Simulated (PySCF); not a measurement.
Species: C5H7FN2.
Geometry (GFN2-xTB, Å), atoms numbered from 1 in this order:
```
atom  x, y, z in Å
C1    -2.472    0.281    0.091
C2    -1.044   -0.136    0.048
C3    -0.496   -1.432    0.069
N4     0.821   -1.410    0.006
N5     1.175   -0.128   -0.060
C6     2.551    0.277   -0.110
C7     0.078    0.656   -0.033
F8     0.204    1.986   -0.088
H9    -2.957    0.078   -0.864
H10   -2.546    1.347    0.297
H11   -3.003   -0.270    0.865
H12   -1.017   -2.366    0.129
H13    3.110   -0.473   -0.666
H14    2.966    0.354    0.898
H15    2.626    1.244   -0.604
```

The closed-shell ground state was solved at several levels (PySCF, density fitting, gas phase, non-relativistic). GFN2-xTB frequencies show an imaginary mode (28i cm⁻¹), so this geometry is no minimum at that level.

```
         level  basis functions  HOMO (eV)  LUMO (eV)  gap (eV)  dipole (D)
   B3LYP/pcJ-1              286      -6.55       0.45      7.00        1.01
PBE0/def2-SVPD              219      -6.84       0.52      7.36        0.99
```

(1) What might PBE0/pcSseg-1 (171 basis functions) give for the same quantities?

(2) Over all these levels, which gives the widest orbital gap and which the narrowest?

(3) How far do the dipole and the HOMO energy spread over the levels?

Results:

(1) HOMO -6.78 eV, LUMO 0.70 eV, gap 7.48 eV, dipole 1.05 D.

(2) PBE0/pcSseg-1 (global hybrid, 25 % exact exchange) has the widest, 7.48 eV, and B3LYP/pcJ-1 (global hybrid, 20 % exact exchange) the narrowest, 7.00 eV. Functional and basis both differ between the two, so the spread mixes both effects.

(3) The dipole runs from 0.99 to 1.05 D (mean 1.02 D) and the HOMO from -6.84 to -6.55 eV.
